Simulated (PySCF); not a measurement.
C₃H₇O (SMILES [CH2]C(C)O), doublet, geometry from GFN2-xTB; SVWN5/STO-3G in PySCF.

Here is a job for PySCF.
```python
from pyscf import gto, scf, dft

mol = gto.Mole()
mol.atom = '''
    O    -0.05892672    1.35633054   -0.11322781
    C    -0.02863471    0.02565496    0.35439911
    H     0.82063304    1.73921461   -0.02733603
    H     0.14012484    0.02515463    1.45324908
    C    -1.32028118   -0.61414156    0.06029069
    C     1.14796001   -0.75883329   -0.27258888
    H     1.05098018   -0.75215105   -1.35533659
    H    -2.03739428   -0.10086714   -0.54501858
    H     2.09748678   -0.30189391    0.00291482
    H    -1.53264840   -1.58991250    0.44633478
    H     1.13796680   -1.78626957    0.07840942
'''
mol.basis = 'sto-3g'
mol.spin = 1
mol.verbose = 4
mol.build()

mf = dft.UKS(mol)
mf.xc = 'lda,vwn'
mf.grids.atom_grid = (50, 194)
mf.kernel()
```

It wrote (shortened):

```
PySCF version 2.14.0

[INPUT] verbose = 4
[INPUT] num. atoms = 11
[INPUT] num. electrons = 33
[INPUT] charge = 0
[INPUT] spin (= nelec alpha-beta = 2S) = 1
[INPUT] symmetry False subgroup None
[INPUT] Mole.unit = angstrom
[INPUT] Symbol           X                Y                Z      unit          X                Y                Z       unit  Magmom
[INPUT]  1 O     -0.058926720000   1.356330540000  -0.113227810000 AA   -0.111355362219   2.563093254983  -0.213969550584 Bohr   0.0
[INPUT]  2 C     -0.028634710000   0.025654960000   0.354399110000 AA   -0.054111759556   0.048480848137   0.669717256690 Bohr   0.0
[INPUT]  3 H      0.820633040000   1.739214610000  -0.027336030000 AA    1.550771694369   3.286639284742  -0.051657610033 Bohr   0.0
[INPUT]  4 H      0.140124840000   0.025154630000   1.453249080000 AA    0.264797570848   0.047535361465   2.746242751976 Bohr   0.0
[INPUT]  5 C     -1.320281180000  -0.614141560000   0.060290690000 AA   -2.494969837618  -1.160559350113   0.113932891961 Bohr   0.0
[INPUT]  6 C      1.147960010000  -0.758833290000  -0.272588880000 AA    2.169330020853  -1.433987092303  -0.515118327802 Bohr   0.0
[INPUT]  7 H      1.050980180000  -0.752151050000  -1.355336590000 AA    1.986064702546  -1.421359488804  -2.561214961702 Bohr   0.0
[INPUT]  8 H     -2.037394280000  -0.100867140000  -0.545018580000 AA   -3.850117196955  -0.190611269568  -1.029935848999 Bohr   0.0
[INPUT]  9 H      2.097486780000  -0.301893910000   0.002914820000 AA    3.963675564096  -0.570496808574   0.005508211502 Bohr   0.0
[INPUT] 10 H     -1.532648400000  -1.589912500000   0.446334780000 AA   -2.896285721253  -3.004499187023   0.843450494068 Bohr   0.0
[INPUT] 11 H      1.137966800000  -1.786269570000   0.078409420000 AA    2.150445590848  -3.375560271945   0.148172329386 Bohr   0.0

nuclear repulsion = 127.076293185173
number of shells = 19
number of NR pGTOs = 81
number of NR cGTOs = 27
basis = sto-3g
ecp = {}

******** <class 'pyscf.dft.uks.UKS'> ********
method = UKS
initial guess = minao
damping factor = 0
level_shift factor = 0
DIIS = <class 'pyscf.scf.diis.CDIIS'>
diis_start_cycle = 1
diis_space = 8
diis_damp = 0
SCF conv_tol = 1e-09
SCF conv_tol_grad = None
SCF max_cycles = 50
direct_scf = True
direct_scf_tol = 1e-13
number electrons alpha = 17  beta = 16
XC library pyscf.dft.libxc version 7.1.2
    S. Lehtola, C. Steigemann, M. J. T. Oliveira, and M. A. L. Marques,  SoftwareX 7, 1–5 (2018)
XC functionals = lda,vwn
    P. A. M. Dirac,  Math. Proc. Cambridge Philos. Soc. 26, 376 (1930)
    F. Bloch,  Z. Phys. 57, 545 (1929)
    S. H. Vosko, L. Wilk, and M. Nusair,  Can. J. Phys. 58, 1200 (1980)
radial grids:
    Treutler-Ahlrichs [JCP 102, 346 (1995); DOI:10.1063/1.469408] (M4) radial grids

becke partition: Becke, JCP 88, 2547 (1988); DOI:10.1063/1.454033
pruning grids: <function nwchem_prune>
grids dens level: 3
symmetrized grids: False
atomic radii adjust function: <function treutler_atomic_radii_adjust>
User specified grid scheme (50, 194)
small_rho_cutoff = 0
Set gradient conv threshold to 3.16228e-05
tot grids = 72680
init E= -189.752152585522

cycle= 1 E= -189.403190792728  delta_E= 0.349  |g|= 0.354  |ddm|= 2.85
cycle= 2 E= -188.74861995543  delta_E= 0.655  |g|= 0.861  |ddm|= 1.87
cycle= 3 E= -189.448565687435  delta_E= -0.7  |g|= 0.236  |ddm|= 1.67
cycle= 4 E= -189.482928825358  delta_E= -0.0344  |g|= 0.083  |ddm|= 0.268
cycle= 5 E= -189.487600086035  delta_E= -0.00467  |g|= 0.0266  |ddm|= 0.114
cycle= 6 E= -189.488053543506  delta_E= -0.000453  |g|= 0.00659  |ddm|= 0.0407
cycle= 7 E= -189.488080508378  delta_E= -2.7e-05  |g|= 0.000945  |ddm|= 0.00952
cycle= 8 E= -189.48808112952  delta_E= -6.21e-07  |g|= 0.000409  |ddm|= 0.00196
cycle= 9 E= -189.48808124191  delta_E= -1.12e-07  |g|= 7.43e-05  |ddm|= 0.000767
cycle= 10 E= -189.488081246037  delta_E= -4.13e-09  |g|= 1.35e-05  |ddm|= 0.000141
cycle= 11 E= -189.488081246225  delta_E= -1.88e-10  |g|= 2.09e-06  |ddm|= 3.56e-05
Extra cycle  E= -189.488081246227  delta_E= -1.93e-12  |g|= 1.79e-06  |ddm|= 8.41e-06
converged SCF energy = -189.488081246227  <S^2> = 0.7527105  2S+1 = 2.0027087
```
